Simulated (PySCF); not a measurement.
F$_{4}$Ge, charge -1, doublet, geometry from GFN2-xTB (a state made from the parent by changing its charge; the spin is typed, not shown lowest); WB97X/6-31G* in PySCF.

The PySCF input:
```python
from pyscf import gto, scf, dft

mol = gto.Mole()
mol.atom = '''
    F     1.43484093   -1.19785115   -0.12485680
    Ge   -0.08011673    0.06688401    0.00697159
    F     0.96042394    1.93370305   -0.00581249
    F    -1.17003793   -0.43524924   -1.76159722
    F    -0.94036746   -0.53841247    1.86747864
'''
mol.basis = '6-31g*'
mol.charge = -1
mol.spin = 1
mol.verbose = 4
mol.build()

mf = dft.UKS(mol)
mf.xc = 'wb97x'
mf.kernel()
mf.analyze()
```

It wrote (shortened):

```
PySCF version 2.14.0

[INPUT] verbose = 4
[INPUT] num. atoms = 5
[INPUT] num. electrons = 69
[INPUT] charge = -1
[INPUT] spin (= nelec alpha-beta = 2S) = 1
[INPUT] symmetry False subgroup None
[INPUT] Mole.unit = angstrom
[INPUT] Symbol           X                Y                Z      unit          X                Y                Z       unit  Magmom
[...]
nuclear repulsion = 366.895151427966
number of shells = 36
number of NR pGTOs = 203
number of NR cGTOs = 88
basis = 6-31g*
ecp = {}

******** <class 'pyscf.dft.uks.UKS'> ********
method = UKS
initial guess = minao
damping factor = 0
level_shift factor = 0
DIIS = <class 'pyscf.scf.diis.CDIIS'>
diis_start_cycle = 1
diis_space = 8
diis_damp = 0
SCF conv_tol = 1e-09
SCF conv_tol_grad = None
SCF max_cycles = 50
direct_scf = True
direct_scf_tol = 1e-13
number electrons alpha = 35  beta = 34
XC library pyscf.dft.libxc version 7.1.2
    S. Lehtola, C. Steigemann, M. J. T. Oliveira, and M. A. L. Marques,  SoftwareX 7, 1–5 (2018)
XC functionals = wb97x
    J.-D. Chai and M. Head-Gordon,  J. Chem. Phys. 128, 084106 (2008)
radial grids:
    Treutler-Ahlrichs [JCP 102, 346 (1995); DOI:10.1063/1.469408] (M4) radial grids

becke partition: Becke, JCP 88, 2547 (1988); DOI:10.1063/1.454033
pruning grids: <function nwchem_prune>
grids dens level: 3
symmetrized grids: False
atomic radii adjust function: <function treutler_atomic_radii_adjust>
small_rho_cutoff = 0
Set gradient conv threshold to 3.16228e-05
tot grids = 77688
init E= -2474.60963508438

cycle= 1 E= -2475.75508589578  delta_E= -1.15  |g|= 0.991  |ddm|=  1.4
cycle= 2 E= -2475.48000971247  delta_E= 0.275  |g|= 1.41  |ddm|= 1.56
cycle= 3 E= -2476.11080533004  delta_E= -0.631  |g|= 0.0342  |ddm|= 0.851
cycle= 4 E= -2476.11175073418  delta_E= -0.000945  |g|= 0.0281  |ddm|= 0.0567
cycle= 5 E= -2476.11211832579  delta_E= -0.000368  |g|= 0.00942  |ddm|= 0.0218
cycle= 6 E= -2476.11231815725  delta_E= -0.0002  |g|= 0.00363  |ddm|= 0.0297
cycle= 7 E= -2476.1123433725  delta_E= -2.52e-05  |g|= 0.00172  |ddm|= 0.011
cycle= 8 E= -2476.11234716778  delta_E= -3.8e-06  |g|= 0.00069  |ddm|= 0.00405
cycle= 9 E= -2476.11234832801  delta_E= -1.16e-06  |g|= 0.000285  |ddm|= 0.00249
cycle= 10 E= -2476.11234858388  delta_E= -2.56e-07  |g|= 8.23e-05  |ddm|= 0.00126
cycle= 11 E= -2476.1123486043  delta_E= -2.04e-08  |g|= 3.42e-05  |ddm|= 0.000325
cycle= 12 E= -2476.11234860799  delta_E= -3.69e-09  |g|= 1.2e-05  |ddm|= 0.000163
cycle= 13 E= -2476.11234860846  delta_E= -4.65e-10  |g|= 8.84e-06  |ddm|= 4.87e-05
Extra cycle  E= -2476.11234860852  delta_E= -6e-11  |g|= 1.05e-05  |ddm|= 1.7e-05
converged SCF energy = -2476.11234860852  <S^2> = 0.76943606  2S+1 = 2.0193425
**** SCF Summaries ****
Total Energy =                       -2476.112348608518914
Nuclear Repulsion Energy =             366.895151427965857
One-electron Energy =                -4198.795739212628177
Two-electron Energy =                 1355.788239176143179
Two-electron Coulomb Energy =         1476.882232042376245
DFT Exchange-Correlation Energy =     -121.093992866233123
**** MO energy ****
                             alpha | beta                alpha | beta
[...]
To work with the spin densities directly, `use mulliken_meta_spin()` only printing them here.

 ** Mulliken spin pop alpha/beta on meta-lowdin orthogonal AOs **
 ** Mulliken Spin Density (per AO)  **
spin_pop of  0 F 1s       -0.00000
spin_pop of  0 F 2s        0.00086
spin_pop of  0 F 3s       -0.00010
spin_pop of  0 F 2px       0.04658
spin_pop of  0 F 2py       0.03171
spin_pop of  0 F 2pz      -0.00214
spin_pop of  0 F 3px      -0.00009
spin_pop of  0 F 3py      -0.00009
spin_pop of  0 F 3pz      -0.00010
spin_pop of  0 F 3dxy     -0.00004
spin_pop of  0 F 3dyz      0.00000
spin_pop of  0 F 3dz^2    -0.00001
spin_pop of  0 F 3dxz      0.00001
spin_pop of  0 F 3dx2-y2    0.00001
spin_pop of  1 Ge 1s        0.00000
spin_pop of  1 Ge 2s        0.00001
spin_pop of  1 Ge 3s        0.00003
spin_pop of  1 Ge 4s        0.35459
spin_pop of  1 Ge 5s        0.00091
spin_pop of  1 Ge 2px      -0.00000
spin_pop of  1 Ge 2py      -0.00000
spin_pop of  1 Ge 2pz      -0.00000
spin_pop of  1 Ge 3px      -0.00001
spin_pop of  1 Ge 3py      -0.00001
spin_pop of  1 Ge 3pz      -0.00001
spin_pop of  1 Ge 4px      -0.00875
spin_pop of  1 Ge 4py      -0.02198
spin_pop of  1 Ge 4pz      -0.05205
spin_pop of  1 Ge 5px      -0.00134
spin_pop of  1 Ge 5py      -0.00166
spin_pop of  1 Ge 5pz      -0.00237
spin_pop of  1 Ge 3dxy     -0.00004
spin_pop of  1 Ge 3dyz     -0.00002
spin_pop of  1 Ge 3dz^2    -0.00002
spin_pop of  1 Ge 3dxz     -0.00001
spin_pop of  1 Ge 3dx2-y2   -0.00002
spin_pop of  1 Ge 4dxy     -0.00017
spin_pop of  1 Ge 4dyz     -0.00021
spin_pop of  1 Ge 4dz^2    -0.00052
spin_pop of  1 Ge 4dxz     -0.00075
spin_pop of  1 Ge 4dx2-y2   -0.00036
spin_pop of  1 Ge 5dxy     -0.00006
spin_pop of  1 Ge 5dyz     -0.00015
spin_pop of  1 Ge 5dz^2    -0.00027
spin_pop of  1 Ge 5dxz     -0.00042
spin_pop of  1 Ge 5dx2-y2   -0.00024
spin_pop of  2 F 1s       -0.00000
spin_pop of  2 F 2s        0.00429
spin_pop of  2 F 3s        0.00008
spin_pop of  2 F 2px       0.07400
spin_pop of  2 F 2py       0.14263
spin_pop of  2 F 2pz      -0.00069
spin_pop of  2 F 3px      -0.00018
spin_pop of  2 F 3py      -0.00011
spin_pop of  2 F 3pz      -0.00022
spin_pop of  2 F 3dxy     -0.00005
spin_pop of  2 F 3dyz      0.00001
spin_pop of  2 F 3dz^2    -0.00002
spin_pop of  2 F 3dxz      0.00000
spin_pop of  2 F 3dx2-y2    0.00001
spin_pop of  3 F 1s       -0.00000
spin_pop of  3 F 2s        0.00429
spin_pop of  3 F 3s        0.00008
spin_pop of  3 F 2px       0.03947
spin_pop of  3 F 2py       0.02102
spin_pop of  3 F 2pz       0.15545
spin_pop of  3 F 3px      -0.00017
spin_pop of  3 F 3py      -0.00021
spin_pop of  3 F 3pz      -0.00014
spin_pop of  3 F 3dxy     -0.00000
spin_pop of  3 F 3dyz     -0.00001
spin_pop of  3 F 3dz^2    -0.00002
spin_pop of  3 F 3dxz     -0.00002
spin_pop of  3 F 3dx2-y2    0.00000
spin_pop of  4 F 1s       -0.00000
spin_pop of  4 F 2s        0.00429
spin_pop of  4 F 3s        0.00008
spin_pop of  4 F 2px       0.02179
spin_pop of  4 F 2py       0.02823
spin_pop of  4 F 2pz       0.16595
spin_pop of  4 F 3px      -0.00019
spin_pop of  4 F 3py      -0.00020
spin_pop of  4 F 3pz      -0.00013
spin_pop of  4 F 3dxy     -0.00000
spin_pop of  4 F 3dyz     -0.00001
spin_pop of  4 F 3dz^2    -0.00002
spin_pop of  4 F 3dxz     -0.00001
spin_pop of  4 F 3dx2-y2    0.00000
 ** Mulliken Spin Density (per atom)  **
spin density of  0 F =      0.07659
spin density of  1 Ge =      0.26412
spin density of  2 F =      0.21975
spin density of  3 F =      0.21975
spin density of  4 F =      0.21979
 ** Mulliken pop alpha/beta on meta-lowdin orthogonal AOs **
 ** Mulliken pop       alpha | beta **
In total            35.00000 | 34.00000
 ** Mulliken atomic charges   ( Nelec_alpha | Nelec_beta ) **
charge of  0F =     -0.50556  (     4.79108      4.71448 )
charge of  1Ge =      1.05390  (    15.60511     15.34099 )
charge of  2F =     -0.51612  (     4.86793      4.64818 )
charge of  3F =     -0.51611  (     4.86793      4.64818 )
charge of  4F =     -0.51611  (     4.86795      4.64816 )

WARN: System has nonzero charge -1; the dipole moment is origin-dependent.
Location of origin: [0. 0. 0.]

Dipole moment(X, Y, Z, Debye): -0.36840,  0.30762,  0.03202
```
